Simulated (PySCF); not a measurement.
Identify the unknown among the candidates.

All candidates are C6H9NSi.

| technique | computed result |
| --- | --- |
| UV, strongest line | among the 10 lowest singlet transitions: S2 at 5.65 eV (220 nm, f = 0.781) [TDDFT CAM-B3LYP/def2-SVPD] |
| Valence photoelectron | vertical ionisation energy: 8.72 eV [ΔSCF CAM-B3LYP/def2-SVPD] |
| Triplet | lowest triplet excitation (Tamm–Dancoff): 3.16 eV [TDA CAM-B3LYP/def2-SVPD] |
| 13C NMR | chemical shifts (computed TMS as zero) by class: 177.8 (1 C), 152.7 (1 C), 135.1 (1 C), 103.7 (1 C), 87.6 (1 C), 14.7 (1 C) ppm [GIAO CAM-B3LYP/pcSseg-1] |
| Polarisability | 112.4 au [CAM-B3LYP/def2-SVPD] |
| Rotational structure | rotational constants A, B, C: 4.964, 0.617, 0.602 GHz [PBE0-D3(BJ)/def2-SVP] |
| UV, first state | lowest singlet excitation: 3.66 eV (338 nm, f = 0.001) [TDDFT CAM-B3LYP/def2-SVPD] |
| Dipole | 3.12 D [CAM-B3LYP/def2-SVPD] |
| 1H NMR | chemical shifts (computed TMS as zero) by class: 9.12 (1 H), 6.28 (1 H), 6.08 (1 H), 5.07 (2 H), 2.24 (1 H), 2.09 (3 H) ppm [GIAO CAM-B3LYP/pcSseg-1] |
| NMR, other nuclei | isotropic shieldings of nuclei other than C and H, by class: -112 (1 N), 420 (1 Si) ppm [GIAO CAM-B3LYP/pcSseg-1] |

The electronic properties come from PySCF, for the isolated species, density fitting. Levels stand in brackets. Isolated species at its PBE0-D3(BJ)/def2-SVP geometry (one conformer only). NMR values are class means; diastereotopic atoms form classes of their own.

Problem. Which candidate is it?
A. `N#C[Si@@H]1C[C@@H]1C1CC1`
B. `N#C[C@]1(C[SiH3])[C@@H]2C[C@@H]21`
C. `C#C[SiH2]/N=C/C=C\C`
D. `C#C[SiH2]/N=C\C=C/C`

Solution. D. It is `C#C[SiH2]/N=C\C=C/C`. Numbering: `[CH:1]#[C:2][SiH2:3]/[N:4]=[CH:5]\[CH:6]=[CH:7]/[CH3:8]`. Its formula, C6H9NSi, gives 4 degrees of unsaturation: 0 rings and 4 π bonds in the structure found. 6 carbons fall into 6 classes; from least to most shielded: C=N carbon [C5] (177.8 ppm), alkene CH carbon [C7] (152.7 ppm), alkene CH carbon [C6] (135.1 ppm), terminal alkyne carbon [C1] (103.7 ppm), alkyne carbon [C2] (87.6 ppm), allylic carbon [C8] (14.7 ppm). Hydrogen classes from least to most shielded: 1 H on a C=N carbon, C5 (9.12 ppm), 1 H on an alkene CH carbon, C7 (6.28 ppm), 1 H on an alkene CH carbon, C6 (6.08 ppm), 2 H on an SiH2 silicon, Si3 (5.07 ppm), 1 H on a terminal alkyne carbon, C1 (2.24 ppm), 3 H on an allylic carbon, C8 (2.09 ppm, a mean of values up to 1.0 ppm apart in this geometry). The other shieldings belong to: -112 ppm, C=N nitrogen [N4]; 420 ppm, SiH2 silicon [Si3]. S1 is mainly HOMO→LUMO (weight 0.94); the largest Löwdin shares of the orbital it empties are 0.55 on the C=N nitrogen, 0.13 on the C=N carbon, 0.11 on the SiH2 silicon and 0.06 on an Si–H hydrogen, of the orbital it fills 0.23 on an alkene CH carbon, 0.23 on the C=N nitrogen, 0.21 on the C=N carbon and 0.13 on an alkene CH carbon. The optimised geometry has point group C1 and is an asymmetric top.

The others, at the same levels:
- `N#C[Si@@H]1C[C@@H]1C1CC1` fails: its computed 13C shifts are 127.3 (1 C), 12.0 (1 C), 9.2 (1 C), 4.3 (1 C), 1.9 (1 C), -5.4 (1 C) ppm, 1H shifts are 3.23 (1 H), 1.36 (1 H), 1.14 (1 H), 0.53 (1 H), 0.51 (1 H), 0.42 (1 H), 0.28 (1 H), 0.26 (1 H), 0.23 (1 H) ppm and lowest singlet excitation is 5.57 eV (223 nm, f = 0.015) (against 3.66 eV).
- `N#C[C@]1(C[SiH3])[C@@H]2C[C@@H]21` fails: it has 5 carbon classes against 6; its computed 13C shifts are 126.9 (1 C), 38.1 (1 C), 25.8 (1 C), 14.6 (1 C), 11.9 (2 C) ppm, 1H shifts are 3.93 (3 H), 1.91 (2 H), 1.29 (1 H), 1.28 (1 H), 0.76 (2 H) ppm and lowest singlet excitation is 7.33 eV (169 nm, f = 0.001) (against 3.66 eV).
- `C#C[SiH2]/N=C/C=C\C` fails: its computed 13C shifts are 183.4 (1 C), 160.1 (1 C), 134.4 (1 C), 104.9 (1 C), 87.6 (1 C), 19.0 (1 C) ppm, 1H shifts are 8.53 (1 H), 6.41 (1 H), 6.05 (1 H), 4.83 (2 H), 2.66 (3 H), 2.34 (1 H) ppm and vertical ionisation energy is 8.87 eV (against 8.72 eV).

Each candidate is one conformer, not necessarily the lowest. The conformers computed, where there is a choice (atom-mapped SMILES and torsion angles):
- `[CH:1]#[C:2][SiH2:3]/[N:4]=[CH:5]\[CH:6]=[CH:7]/[CH3:8]`: C2–Si3–N4–C5 -121°, N4–C5–C6–C7 180°
- `[N:1]#[C:2][Si@@H:3]1[CH2:4][C@@H:5]1[CH:6]1[CH2:7][CH2:8]1`: C4–C5–C6–C7 49°
- `[N:1]#[C:2][C@:3]1([CH2:4][SiH3:5])[C@@H:6]2[CH2:7][C@H:8]12`: C2–C3–C4–Si5 67°
- `[CH:1]#[C:2][SiH2:3]/[N:4]=[CH:5]/[CH:6]=[CH:7]\[CH3:8]`: C2–Si3–N4–C5 -121°, N4–C5–C6–C7 5°
